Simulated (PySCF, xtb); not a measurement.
C5H8S, SMILES S(C)[C@@H](C)C#C.

GFN2-xTB (xtb) at its own geometry gives an orbital gap of 3.98 eV and a dipole moment of 2.26 D.

Geometry: r2SCAN-D4/def2-SVP. The structure was generated by enumeration; whether it is a known compound was not checked. The values are those of a single conformer.

Question: What does ωB97X/def2-TZVP (PySCF) give? (An estimate is asked for; the answer gives what the named calculation found.)

Answer: gap 11.32 eV (levels -8.87 and 2.45 eV), dipole 1.39 D.
